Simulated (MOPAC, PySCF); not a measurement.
C11H7N, SMILES `N#Cc1ccccc2cccc1-2`, neutral singlet in the gas phase. 

Cartesian coordinates (Å):
SMILES: N#Cc1ccccc2cccc1-2
```xyz
19

N      2.7671    -2.7843     0.1060
C      2.1241    -1.8186     0.0748
C      1.3260    -0.6171     0.0360
C      2.0505     0.5890     0.0243
C      1.5709     1.9018    -0.0111
C      0.2597     2.3810    -0.0441
C     -0.9356     1.6506    -0.0502
C     -1.1192     0.2728    -0.0254
C     -2.3635    -0.3880    -0.0339
C     -2.1330    -1.7735    -0.0016
C     -0.7471    -2.0310     0.0283
C     -0.0683    -0.8026     0.0152
H      3.1370     0.4790     0.0458
H      2.3491     2.6712    -0.0131
H      0.1525     3.4689    -0.0682
H     -1.8568     2.2422    -0.0788
H     -3.3326     0.1086    -0.0611
H     -2.9091    -2.5401     0.0003
H     -0.2718    -3.0100     0.0567
```
Charge 0, multiplicity 1.

All levels are single points at this geometry (B3LYP-D3(BJ)/def2-SVP); Pople sets use spherical d functions. Orbital energies aren't observables, and empty levels follow the basis.

B3LYP/6-31G* in PySCF gives gap (eV) = 3.06.

### Question
Estimate the gap (eV) from each of these levels: B3LYP-D3(BJ)/def2-TZVP in PySCF; B3LYP/3-21G in PySCF; BP86/6-31G* in PySCF; M06-2X/6-31G* in PySCF; HF/3-21G in PySCF; HF/STO-3G in PySCF; AM1 in MOPAC; PM6 in MOPAC.

### Answer

```
level                            gap (eV)
-------------------------------  --------
B3LYP-D3(BJ)/def2-TZVP in PySCF      3.02
B3LYP/3-21G in PySCF                 3.12
BP86/6-31G* in PySCF                 1.86
M06-2X/6-31G* in PySCF               4.97
HF/3-21G in PySCF                    8.03
HF/STO-3G in PySCF                   8.74
AM1 in MOPAC                         6.71
PM6 in MOPAC                         6.78
```
